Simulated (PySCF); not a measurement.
Interval between two levels of Mg by level of theory

Mg [Ne] 3s2 → Mg [Ne] 3s1 3d1 [3D3, M_J = 3], as a difference of total energies. Computed with PySCF 2.14 in x2c-TZVPall-2c with one added diffuse shell each of s, p, d type (6s6p4d, 44 functions), with the two-component X2C-1e Hamiltonian. Correlated levels: [Ne] frozen. "Screened" scales the spin-orbit matrix elements by Boettger's factors to mimic the two-electron term; Breit and QED terms are absent.

```csv
method,interval between two levels (cm⁻¹)
GHF (spin-free),40828
GMP2 (spin-free),45455
GHF (screened spin-orbit),40828
GMP2 (screened spin-orbit),45455
```

Errors of the correlated levels include the incompleteness of this basis and the frozen core.

The labels give the starting determinants; with spin-orbit coupling the two ends relaxed to ⟨J²⟩ = 0.00, ⟨L²⟩ = 0.00, ⟨S²⟩ = 0.00 and ⟨J²⟩ = 12.00, ⟨L²⟩ = 6.00, ⟨S²⟩ = 2.00.

For comparison: 47957 cm⁻¹ (measured; NIST Handbook of Basic Atomic Spectroscopic Data (Sansonetti and Martin, J. Phys. Chem. Ref. Data 34, 1559 (2005))).
